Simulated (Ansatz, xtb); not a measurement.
# Two isomers of C5H8BN

Structure a is `Bn1cccc1C`, a singlet and structure b is `Bn1ccc(C)c1`, a singlet. Both are isolated molecules in the gas phase, relaxed with B3LYP-D3(BJ)/def2-SVP; the shapes shown needn't be the lowest conformers.

a (Å):

```xyz
15

C     0.6942    1.6002   -1.3690
C     2.0109    1.8674   -1.1426
C     2.4307    1.0351   -0.0401
C     1.3573    0.2895    0.3677
C     1.2620   -0.7198    1.4629
B    -1.0598    0.1093   -0.3956
N     0.2583    0.6273   -0.4509
H    -1.3383   -0.7211    0.4260
H    -1.8660    0.5259   -1.1854
H    -0.0029    2.0025   -2.0995
H     2.6268    2.5764   -1.6924
H     3.4256    0.9969    0.4006
H     2.2386   -0.8149    1.9575
H     0.5207   -0.4351    2.2277
H     0.9735   -1.7153    1.0874
```

b (Å):

| atom | x (Å) | y (Å) | z (Å) |
| --- | --- | --- | --- |
| C | 1.0444 | 0.9347 | -1.5180 |
| C | 2.0818 | 0.9832 | -0.6333 |
| C | 1.6011 | 0.4890 | 0.6429 |
| C | 2.4038 | 0.3659 | 1.9000 |
| C | 0.2845 | 0.1642 | 0.4621 |
| B | -1.3656 | 0.2256 | -1.4409 |
| N | -0.0873 | 0.4293 | -0.8645 |
| H | -2.2448 | -0.2185 | -0.7501 |
| H | -1.5236 | 0.5050 | -2.6004 |
| H | 0.9856 | 1.2114 | -2.5678 |
| H | 3.0917 | 1.3309 | -0.8460 |
| H | 1.7972 | -0.0336 | 2.7260 |
| H | 2.8051 | 1.3434 | 2.2170 |
| H | 3.2681 | -0.3051 | 1.7599 |
| H | -0.4449 | -0.2394 | 1.1606 |

Which of the two would you expect CCSD(T)/def2-SVP + ΔMP2/def2-TZVPP electronic energies to favour?

Too close to call at this level: CCSD(T)/def2-SVP + ΔMP2/def2-TZVPP gives E(b) − E(a) = +0.48 kcal/mol.

The same difference at several levels:

```csv
level,geometry,E(b) − E(a) (kcal/mol),departure from the last row (kcal/mol),"job, with rough time for the two"
GFN2-xTB,GFN2-xTB,−0.29,−0.77,"optimisation, 0.2 s"
HF/STO-3G,GFN2-xTB,+0.56,+0.08,"single point, 0.66 s"
r2SCAN-D4/def2-SVP,GFN2-xTB,+0.53,+0.05,"single point, 4.4 s"
B3LYP-D3(BJ)/def2-SVP,B3LYP-D3(BJ)/def2-SVP,+0.52,+0.05,"optimisation, 44 s"
HF/def2-SVP,B3LYP-D3(BJ)/def2-SVP,−0.19,−0.67,part of the CCSD(T) run
MP2/def2-SVP,B3LYP-D3(BJ)/def2-SVP,+0.24,−0.24,part of the CCSD(T) run
CCSD(T)/def2-SVP,B3LYP-D3(BJ)/def2-SVP,+0.31,−0.17,single point
CCSD(T)/def2-SVP + ΔMP2/def2-TZVPP,B3LYP-D3(BJ)/def2-SVP,+0.48,,"single point, 86 s"
```

As drawn, both hold the same kinds of bond in the same numbers.

The largest departure from CCSD(T)/def2-SVP + ΔMP2/def2-TZVPP is that of GFN2-xTB, 0.77 kcal/mol. The last row adds to CCSD(T) the change of the MP2 difference between the two basis sets, here +0.17 kcal/mol.

With thermal terms from frequencies at re-optimised GFN2-xTB minima (ideal gas, soft modes damped towards free rotors, one conformer each, 298.15 K, 1 atm): on the last row, ΔE + ΔZPE = +0.33, ΔH = +0.44, ΔG = +0.05 kcal/mol.

The correlated steps freeze 7 core orbitals. Codes used: Ansatz 0.2.0, xtb 6.7.1; the last row on 2 threads of Intel(R) Xeon(R) Platinum 8488C (Sapphire Rapids) on a shared host.
